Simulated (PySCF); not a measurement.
A structure optimised at PBE-D3(BJ)/def2-SVP, used in a PySCF frequency run:

```
C
C 1 1.3711
H 2 1.1074 1 126.09
C 1 1.4151 2 129.63 3 0.00
N 4 1.1767 2 157.69 3 0.00
C 2 1.5172 3 125.44 1 180.00
H 6 1.1108 2 114.04 3 62.11
H 6 1.1108 7 107.64 2 127.59
Si 1 1.8957 2 90.47 3 180.00
H 9 1.5030 1 116.67 2 -113.78
H 9 1.5030 10 109.73 1 135.53
```

Q: Write its SMILES, formula and point group.

A: N#CC1=CC[SiH2]1, C₄H₅NSi, Cs

Q: What are its rotational constants (standard atomic weights)?

A: 6.9225, 1.9073, 1.5378 GHz
